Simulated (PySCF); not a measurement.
Species: C₅H₆F₃O₂ (doublet state).
Z-matrix (Å and degrees, GFN2-xTB geometry), rows numbered from 1:
```
C 
C   1  1.4855
O   2  1.3531  1  117.38
O   2  1.3547  1  115.24  3  -159.56
C   4  1.3180  2  129.79  1   176.28
F   5  1.3617  4  116.17  2    -7.21
C   5  1.3491  4  125.24  2   173.39
C   7  1.4818  5  122.54  4    -0.06
F   8  1.3634  7  111.48  5  -121.28
F   8  1.3631  7  111.35  5   122.00
H   1  1.0947  2  111.78  3    78.45
H   1  1.0866  2  108.79  3   -40.76
H   1  1.0865  2  109.83  3  -161.20
H   3  0.9667  2  112.81  1  -175.66
H   7  1.0748  5  119.44  4   179.17
H   8  1.0999  7  113.33  5     0.42
```

The hyperfine couplings belong to this conformer and change with its torsions.

As a line formula: `C[C](O)O/C(F)=C\C(F)F` [radical].

Computed, not measured: UKS B3LYP, pcH-1 on C F H O, non-relativistic, mean-field spin-orbit, GIAO in PySCF 2.14.0. One conformer (not necessarily the lowest) at the GFN2-xTB geometry, without solvent, vibrations or thermal averaging. The geometry wasn't refined by DFT: couplings that depend on bond lengths, twists or pyramidal angles can differ widely from those at the functional's own minimum. Stability of the SCF solution: not tested.

Problem. Match the computed a_iso(17O) values -19.9, -9.5 MHz with the sites O3; O4.

Solution. 
```tsv
site	a_iso (MHz)	ρ(0) (bohr⁻³)	position	distance from C2 (Å)	spin population	largest |T| (MHz)
O3	-19.9	+0.0328	1 bond from C2	1.35	+0.10	55.8
O4	-9.5	+0.0157	1 bond from C2	1.35	0.00	20.3
```

Problem. The isotropic 19F couplings, averaged over equivalent nuclei, are +27.1, -7.6 MHz. Assign them to F6; F9/F10.

Solution. 
```tsv
site	a_iso (MHz)	ρ(0) (bohr⁻³)	position	distance from C2 (Å)	bound to	spin population there	largest |T| (MHz)
F6	-7.6	-0.0018	3 bonds from C2	2.80	C5	-0.03	12.1
F9/F10	+27.1	+0.0064	5 bonds from C2	5.20	C8	0.00	20.8
```

ρ(0) is the spin density at the nucleus and T the dipolar tensor; entries for several nuclei are means. The largest Mulliken spin populations are on C2 (+0.78), C7 (+0.14), O3 (+0.10) and H11 (+0.07). No atom but C2 exceeds +0.15. The angles at C2 add up to 356.4°, so it is nearly planar.

Class means assume fast exchange of nuclei equivalent by connectivity; if that motion is slow, each nucleus keeps its own coupling. The three 1H nuclei of mean +56.5 MHz run from 25.6 to 117.8 MHz in the frozen geometry.
